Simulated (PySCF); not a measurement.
# Levels of Mg+ from EOM-EA-GCCSD

Reference: closed-shell Mg(2+), [Ne]; one electron is added. Calculated with PySCF 2.14, two-component X2C-1e with screened spin-orbit coupling, an uncontracted even-tempered set (20 s from 0.015 bohr⁻², ratio 2.6; 14 p from 0.019 bohr⁻², ratio 2.6; 8 d from 0.02 bohr⁻², ratio 2.8; 3 f from 4.2 bohr⁻², ratio 2.8); frozen 1s2; the 50 highest virtual spinors dropped; of the others 50 kept and the rest restored at second order. No Breit or QED terms. Binding energies in eV.

```
level  Koopmans  second order  EOM-CCSD    NIST
3s1/2    14.731        14.980    14.984  15.035
3p1/2    10.450        10.574    10.577  10.613
3p3/2    10.438        10.561    10.565  10.601
3d5/2     6.115         6.135     6.136   6.172
3d3/2     6.115         6.135     6.136   6.172
```

Electric-dipole lines between these computed levels:

```json
{"lower": "3s1/2", "upper": "3p1/2", "ΔE (eV)": "4.407", "vacuum wavelength (nm)": "281.4"}
{"lower": "3s1/2", "upper": "3p3/2", "ΔE (eV)": "4.419", "vacuum wavelength (nm)": "280.6"}
{"lower": "3p1/2", "upper": "3d3/2", "ΔE (eV)": "4.441", "vacuum wavelength (nm)": "279.2"}
{"lower": "3p3/2", "upper": "3d5/2", "ΔE (eV)": "4.429", "vacuum wavelength (nm)": "280.0"}
{"lower": "3p3/2", "upper": "3d3/2", "ΔE (eV)": "4.429", "vacuum wavelength (nm)": "280.0"}
```

Only part of the computed levels is shown.

The screened spin-orbit operator tends to give fine-structure splittings of light species too large.

The highest levels are limited by the diffuse functions of the basis.
